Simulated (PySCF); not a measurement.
SeClBr, SMILES Br[Se]Cl. Coordinates come from a B3LYP-D3(BJ)/def2-TZVP optimisation.

TDDFT-CAM-B3LYP/def2-SVPD in PySCF 2.14.0 puts the lowest singlet excitations at 2.38, 2.79, 4.43, 4.77, 5.14, 5.41 eV.

What are the lowest excitation roots from PySCF with ADC(2)/aug-cc-pVDZ? (The exact figures need the calculation; the answer reports its results.)

2.68, 3.06, 4.69, 5.06, 5.38, 5.48 eV. S1 differs by 0.30 eV (second minus first; roots are paired by order, and the bases may differ).
